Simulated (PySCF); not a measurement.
B(OH)(SeH)2 (BH₃OSe₂), SMILES [SeH]B(O)[SeH].

Geometry: PBE0-D3(BJ)/def2-SVP. This is a generated structure with no PubChem entry under its InChIKey; it may be hypothetical. The values are those of a single conformer.

Two levels are set side by side: PBE/def2-TZVP (PySCF) and CAM-B3LYP/def2-TZVP (PySCF). Same geometry, gas phase. Differences are taken from unrounded values.

```tsv
quantity	PBE
orbital gap (eV)	4.53
highest occupied level (eV)	-5.86
lowest empty level (eV)	-1.33
dipole moment (D)	1.94
mean polarisability (bohr³)	72.9
```

Q: These are the PBE values. What does CAM-B3LYP give? (Estimate from the structure and the level; the computed values follow.)

A: 
```json
[
 {"quantity": "orbital gap (eV)", "CAM-B3LYP": "8.68", "PBE minus CAM-B3LYP": "-4.15"},
 {"quantity": "highest occupied level (eV)", "CAM-B3LYP": "-8.23", "PBE minus CAM-B3LYP": "2.37"},
 {"quantity": "lowest empty level (eV)", "CAM-B3LYP": "0.46", "PBE minus CAM-B3LYP": "-1.78"},
 {"quantity": "dipole moment (D)", "CAM-B3LYP": "2.10", "PBE minus CAM-B3LYP": "-0.16"},
 {"quantity": "mean polarisability (bohr³)", "CAM-B3LYP": "69.4", "PBE minus CAM-B3LYP": "3.5"}
]
```

Without exact exchange PBE keeps part of each electron's self-repulsion, which lifts occupied levels and narrows the gap. PBE's more diffuse valence density responds more strongly to a field. Differences between two approximate levels are no errors against the true value.

Rough cost on one machine, each run with all the roots and properties that it gave: CAM-B3LYP against PBE within a factor of 2.
